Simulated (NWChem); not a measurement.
# BNH$_{4}$O; SMILES NBO

```xyz
7

B     -0.4972    -0.0535     0.0000
H     -1.7071    -0.0715     0.0000
O      0.1342    -1.2641     0.0000
H      1.0944    -1.2036     0.0000
N      0.1698     1.1849     0.0000
H     -0.3387     2.0574     0.0000
H      1.1747     1.3041     0.0000
```
Atoms are numbered in this order, from 1.

All runs: NWChem. All runs use the structure optimised with PBE0/def2-SVP. Total energies compare along this basis series because the functional is fixed.

| level | basis functions | energy (Ha) | highest occupied level (eV) | orbital gap (eV) | dipole (D) |
|---|---|---|---|---|---|
| PBE/pcseg-1 | 62 | -157.0993 | (withheld) | (withheld) | 3.04 |
| PBE/aug-pcseg-1 | 105 | -157.1125 | -6.56 | 5.68 | 2.77 |
| PBE/pcseg-2 | 146 | -157.2002 | -6.53 | 6.11 | 2.87 |
| PBE/STO-3G | 19 | -155.0173 | -3.02 | 7.49 | 2.82 |
| PBE/def2-SVP | 62 | -157.0084 | -6.14 | 6.76 | 3.05 |

Problem. Fill in the missing entries.

Solution. 
- PBE/pcseg-1, highest occupied level (eV): -6.36
- PBE/pcseg-1, orbital gap (eV): 6.62
